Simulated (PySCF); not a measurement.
2-fluoro-2-methylpropane (C4H9F), SMILES CC(C)(C)F.

Geometry optimised at PBE-D3(BJ)/def2-SVP.

Computed with PySCF with PBE/def2-TZVP.

The total energy is -257.47628 hartree. The point group is C3v, the highest occupied level is -7.50 eV and the lowest empty level comes out as 0.21 eV. The orbital gap is 7.71 eV, the dipole moment is 1.79 D and the quadrupole, principal values (traceless, Buckingham form, about the centre of nuclear charge) is -2.98, 1.49, 1.49 D·Å. The mean static polarisability is 53.6 bohr³ (7.95 Å³) and the polarisability, principal values is 49.8, 55.5, 55.5 bohr³.
